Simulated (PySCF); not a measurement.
Excited states of Cd²⁺ (cadmium, charge +2)

Ground state [Kr] 4d10, ¹S. Calculation: PySCF 2.14, in x2c-TZVPall with one added diffuse shell each of s, p, d type (9s7p7d1f, 72 functions); scalar relativity by spin-free X2C-1e. Vertical excitation energies in eV without spin-orbit coupling; excited terms of each kind are numbered among those the solver found. Frozen: [Kr].

| term | leading excitation | EOM-EE-CCSD |
| --- | --- | --- |
| 1 3D | 4d → s | 10.658 |
| 1 1D | 4d → s | 11.230 |
| 1 3P° | 4d → p | 17.145 |
| 1 3F° | 4d → p | 17.542 |
| 1 1F° | 4d → p | 17.780 |
| 1 1D° | 4d → p | 18.161 |
| 1 3D° | 4d → p | 18.188 |
| 1 1P° | 4d → p | 18.329 |
| 2 3D | 4d → s | 25.560 |
| 2 1D | 4d → s | 25.662 |

The spin-orbit splitting of the hole, absent here, rivals or exceeds the spacing of these terms, so the LS terms are model states.

The solver can miss terms. Rydberg members are limited by the diffuse functions of the basis.
